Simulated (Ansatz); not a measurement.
Consider the ligand exchange at a B–C bond: `BC/C(C)=C\F` + `[CH3][Al]([CH3])[NH2]` → `B[NH][Al]([CH3])[CH3]` + `CC(C)=CF`.

Calculated with Ansatz (gas phase, PBE0-D4/def2-TZVP geometries, no zero-point term in ΔE). CCSD(T)/CBS adds triple-zeta CCSD(T) − MP2 to the extrapolated MP2 energy (def2 sets, frozen cores). Functionals use def2-TZVPP. One conformer a species, not always the lowest.

```tsv
level	ΔE (eV)
r2SCAN-D4	-1.28
ωB97M-V	-1.34
HF/def2-QZVPP	-1.62
CCSD/CBS(def2)	-1.38
```

(1) What does CCSD(T)/CBS give? (Best estimate.)

Largest T1 diagnostic among the species: 0.011.

Answers

(1) Computed: -1.34 eV. The listed levels differ from it by 0.06, 0.00, -0.28, -0.04 eV.

From PBE to PBE0 (25 % exact exchange), in def2-TZVPP and without D4, ΔE moves by −0.04 eV. The D4 term adds +0.04 eV with B3LYP and +0.02 eV with PBE0; it sums over pairs of atoms, weighted by their polarisabilities, and B3LYP, whose exchange is more repulsive, gets the larger term. In def2-TZVPP, CCSD(T) changes the Hartree–Fock value by +0.27 eV (the triples alone add +0.05 eV) and MP2 by +0.34 eV.

B3LYP here is the variant with VWN-RPA as its local correlation; programs differ in this.
